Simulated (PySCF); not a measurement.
ZrHF, singlet: structure and spectrum

Computed with PBE0/[Zr def2-TZVP with ECP28, H def2-TZVP, F def2-TZVP], scalar-relativistic core potentials, density fitting, no spin–orbit coupling, PySCF.

The structure is a minimum.

```xyz
3
charge 0 multiplicity 1, angstrom
Zr    0.0011    0.1879   -0.2539
H    -0.0052   -0.9287   -1.6893
F    -0.0048   -0.8473    1.2931
```

```json
{
  "Point group": "Cs",
  "Bond lengths": "Zr–F 1.861 Å, Zr–H 1.819 Å",
  "Bond angles": "F–Zr–H 108.3°",
  "Atomisation energy without zero-point energy": "857 kJ/mol",
  "Principal quadrupole moments (Buckingham, traceless) about the centre of mass": "-1.72, -0.16, 1.88 D Å",
  "Heat capacity Cp at 298.15 K": "42.9 J/(mol K)",
  "Principal polarisabilities": "75.0, 94.0, 108.5 bohr³",
  "Dipole moment": "1.81 D",
  "Lowest empty level": "-2.71 eV",
  "Zero-point energy": "17.0 kJ/mol",
  "Entropy at 298.15 K and 1 bar": "259.2 J/(mol K)",
  "Highest occupied level": "-4.94 eV",
  "Enthalpy at 298.15 K above 0 K": "11.00 kJ/mol",
  "Rotational constants": "5.753, 0.3054, 0.29 cm⁻¹",
  "Rotational symmetry number": "1"
}
```

Harmonic modes (masses in u: Zr 89.905, H 1.008, F 18.998):
```tsv
symmetry	ω (cm⁻¹)	IR (km/mol)	μ (u)
a'	408	26.1	1.11
a'	704	120	15.48
a'	1734	211	1.02
```

Charges (e):
| atom | Mulliken | Löwdin | polar tensor | Mayer order to Zr1 |
| --- | --- | --- | --- | --- |
| Zr1 | 0.55 | 0.34 | 0.84 | – |
| H2 | -0.14 | -0.14 | -0.27 | 0.98 |
| F3 | -0.40 | -0.20 | -0.58 | 1.05 |

Mulliken populations on Zr1 (electrons outside its core potential): s 3.32, p 6.26, d 1.82, f 0.05.

Outer orbital energies (eV). occupied: -13.02, -12.61, -12.55, -8.85, -4.94; empty: -2.71, -2.68, -2.01, -1.58.

Only a few start shapes were tried, so a lower isomer may exist. At this level a triplet minimum of Cs symmetry lies 61 kJ/mol below this structure. At the minimum of this search the closed-shell solution is unstable towards spin polarisation, so a lower open-shell solution exists.

The final relaxation and frequency run took 23 s on 2 threads of a shared Arm Neoverse V1 host, with 77 basis functions and 15 gradients; the process peaked at 0.75 GiB.
